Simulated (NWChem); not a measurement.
System: selenium dioxide (SeO$_{2}$); SMILES O=[Se]=O

Program: NWChem. Pople sets run with spherical d functions. Level PBE/6-31G*: optimisations from one semi-empirical or force-field start; each run changes one setting, and all end within 0.3 mHa of each other.

| setting | optimisation steps |
|---|---|
| redundant internal coordinates, default thresholds | 3 |
| tight thresholds | 5 |
| symmetry off | 3 |
| no line search | 4 |
| loose thresholds | 3 |
